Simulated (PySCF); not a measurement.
Stepwise substitution at one centre (Ga NH2-SiH3). Isolated molecules, 0 K electronic values unless said otherwise. One relaxed conformer stands for each flexible species; it need not be the lowest. Strings in code marks are SMILES.

The HOMO–LUMO gap from two functionals at the same geometries (r2SCAN-D4/def2-TZVP), both in PySCF: PBE-D3(BJ)/def2-TZVP and r2SCAN-D4/def2-TZVP. 

| species | PBE-D3(BJ)/def2-TZVP (eV) | r2SCAN-D4/def2-TZVP (eV) |
|---|---|---|
| 0 of 3 NH2 replaced by SiH3 (`[NH2][Ga]([NH2])[NH2]`) | 4.66 | 5.47 |
| 1 of 3 NH2 replaced by SiH3 (`[NH2][Ga]([NH2])[SiH3]`) | 4.17 | 4.63 |
| 2 of 3 NH2 replaced by SiH3 (`[NH2][Ga]([SiH3])[SiH3]`) | 3.96 | 4.31 |
| 3 of 3 NH2 replaced by SiH3 (`[SiH3][Ga]([SiH3])[SiH3]`) | 2.93 | 3.27 |

Over these rows, drawn at random from the members with no instability flagged (it was tested for open shells, ions and some series alone), PBE minus r2SCAN-D4: mean -0.49 eV, from -0.81 eV to -0.34 eV.
